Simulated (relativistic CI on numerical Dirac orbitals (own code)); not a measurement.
## Cr2+ in a cubic cluster: 1s photoemission with charge transfer

Computed with a charge-transfer multiplet model of a cubic metal-ligand cluster with up to 2 ligand holes, Slater and spin-orbit integrals from Dirac-Coulomb-Breit ions, Slater integrals scaled by 0.8. The ground state mixes d4 with configurations of k ligand holes L, whose averages lie at kΔ + k(k − 1)U_dd/2; a core hole lowers each added d electron by U_cd. 300 K, Lorentzian 1.1 eV and Gaussian 0.6 eV FWHM.

Atomic integrals in eV (Slater integrals scaled, ζ unscaled), ground: F2dd 7.675, F4dd 4.768, zeta_d 0.027; with the core hole: F2dd 9.148, F4dd 5.723, zeta_d 0.045, G2cd 0.043.

Cluster parameters (eV): Δ = 7.3, U_dd = 6, 10Dq = 1.4, 10Dq(ligand) = 1.6, V(eg) = 2.1, V(t2g) = -0.95, final-state hopping factor = 0.8.

```csv
Case,n_d,d4,d5L,d6L2,S
U_cd = 4.9 eV,4.21,0.79,0.20,0.01,2.00
U_cd = 6.7 eV,4.21,0.79,0.20,0.01,2.00
U_cd = 7.9 eV,4.21,0.79,0.20,0.01,2.00
```

Weights, n_d and S are thermal averages at 300 K. Binding energies count from the first peak over 30 % of the highest in each spectrum, which can be another peak from case to case. The parameters are a model scan and need not match a compound or its usual spin state. Peaks in eV (height, largest 100):
- U_cd = 4.9 eV: 0.0 (100), 3.5 (15)
- U_cd = 6.7 eV: 0.0 (100), 3.4 (31), 6.5 (12)
- U_cd = 7.9 eV: 0.0 (100), 3.4 (39), 7.2 (27)

For the case U_cd = 6.7 eV, Δ = 7.3 eV is larger than U_dd = 6 eV, the Mott-Hubbard side of the Zaanen-Sawatzky-Allen scheme. With the core hole the configuration with one ligand hole lies at Δ − U_cd = 2.4, 0.6, -0.6 eV from the one without, in the order of the table; where this is negative the screened configuration lies lower, though the effective hopping of about 3.1 eV (from the holes of the mixed ground state) mixes the two strongly wherever it is as large as the gap.
